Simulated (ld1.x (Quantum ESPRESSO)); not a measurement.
Lu (Z = 71): RRKJ pseudisation with LDA (PZ), scalar-relativistic reference atom.

```json
{
  "Element": "Lu (Z = 71)",
  "Generator": "ld1.x (Quantum ESPRESSO) 7.5",
  "Type": "norm-conserving RRKJ (Kleinman–Bylander form)",
  "Functional": "LDA (PZ)",
  "Relativity": "scalar-relativistic",
  "Frozen core": "[Kr]",
  "Valence charge": "35",
  "Reference configuration": "4d10 4f14 5s2 5p6 5d1 6s2 6p0",
  "Partial waves": "5s (bound): rc 1.80 bohr; 5p (bound): rc 2.35 bohr; 4f (bound): rc 1.00 bohr; 4d (bound): rc 0.75 bohr",
  "Local potential": "the d channel",
  "Core correction": "Bessel-smoothed model core, default radius (core density twice the valence density)"
}
```

Occupied shells without a wave of their own: 5d, 6s. They enter only through the test configuration that unscreens the potential, and ld1.x also counts them in the model core charge.

(1) Is a potential produced?

Answers

(1) No. ld1.x (Quantum ESPRESSO) 7.5 stopped with "run_pseudo: Errors in PS-KS equation": the pseudo-atom solver did not find the valence states with the expected number of nodes, which is the usual sign of a ghost state. Before that it printed "Warning: n=2, l=0 expected 1 nodes, found 2".
